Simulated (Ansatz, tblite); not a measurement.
Cost and result up the ladder for CdO2⁻ (3 atoms). The state is a doublet with charge -1. Geometry: B3LYP-D4/def2-TZVPD.

```xyz
3

Cd    0.7542    0.5371    1.4151
O    -0.6289   -0.7955   -0.3844
O    -0.1252    0.2585   -1.0307
```

Ansatz on 4 threads of Arm Neoverse V2 on a shared host; xTB runs through tblite on one thread. Times are rough, summed over both states, and most runs start from the orbitals of an earlier one. PBE0-D4/def2-TZVPD serves as the yardstick here, not as an exact answer. The other state is a triplet.

In the def2 sets Cd takes a core potential; there is no spin–orbit coupling. The xTB rows come from tblite. The structure holds 1 bond(s) between oxygen atoms. HOMO above LUMO, or a gap near zero within one spin, warns that the state may not be the lowest or that an electron is smeared out. Another isomer (doublet) lies 0.08 eV lower at r2SCAN-D4/def2-TZVPD.

Raw xTB energies of ions are shifted by several eV, and xTB has no spin-polarisation term.

| level | functions | vertical IE (eV) | difference from PBE0-D4/def2-TZVPD (eV) | remarks |
| --- | --- | --- | --- | --- |
| GFN1-xTB | 12 | 8.94 | 6.74 | – |
| r2SCAN-D4/def2-TZVPD | 120 | 2.05 | -0.16 | HOMO above zero (-1 doublet) |
| PBE0-D4/def2-TZVPD | 120 | 2.21 | 0.00 | HOMO above zero (-1 doublet) |
| PBE-D4/def2-TZVPD | 120 | 2.03 | -0.18 | HOMO above zero (-1 doublet), gap within one spin near zero (triplet) |
| GFN2-xTB | 12 | 6.36 | 4.15 | – |

Q: Estimate how long each takes.

A: GFN2-xTB 0.005 s; GFN1-xTB 0.009 s; PBE-D4/def2-TZVPD 2 s; r2SCAN-D4/def2-TZVPD 4.4 s; PBE0-D4/def2-TZVPD 5.3 s. On shared hardware such times vary by a factor of up to 3.
